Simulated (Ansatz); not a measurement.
Start from `C[BH][ZnH]` and change one atom or group to get `CB[SiH3]`.

Ansatz, PBE0-D4/def2-TZVP geometries, multiplicity 1. 

Scalar relativity is left out up to krypton.

```csv
property,`C[BH][ZnH]`
"ideal-gas entropy at 298 K and 1 bar (rigid rotor, harmonic PBE0-D4/def2-TZVP) / J/(mol·K)",304
HOMO energy (B3LYP/def2-TZVPP) / eV,-6.50
HOMO energy (ωB97M-V/def2-TZVPP) / eV,-8.79
HOMO–LUMO gap (PBE/def2-TZVPP) / eV,2.71
HOMO–LUMO gap (PBE0/def2-TZVPP) / eV,4.69
size of the dipole moment (ωB97M-V/def2-TZVPP) / D,1.21
```

(1) What does the change do to each property? (An estimate is asked.)

## Answers

(1) The calculation gave: 
```csv
property,`CB[SiH3]`,shift
"ideal-gas entropy at 298 K and 1 bar (rigid rotor, harmonic PBE0-D4/def2-TZVP) / J/(mol·K)",316,12
HOMO energy (B3LYP/def2-TZVPP) / eV,-7.74,-1.24
HOMO energy (ωB97M-V/def2-TZVPP) / eV,-10.08,-1.29
HOMO–LUMO gap (PBE/def2-TZVPP) / eV,3.89,1.18
HOMO–LUMO gap (PBE0/def2-TZVPP) / eV,6.09,1.40
size of the dipole moment (ωB97M-V/def2-TZVPP) / D,1.22,0.01
```

With PBE0 the HOMO falls by 1.26 eV and the LUMO rises by 0.15 eV, so the gap widens by about 1.41 eV. PBE moves the HOMO by -1.10 eV and ωB97M-V by -1.29 eV. The zero-point energy changes by 48.2 kJ/mol with +6 modes. Dipoles are sizes alone; their direction can turn. Modes under 60 cm⁻¹, often nearly free rotors, make the harmonic entropy too high.

B3LYP here is the variant with VWN-RPA as its local correlation; programs differ in this.
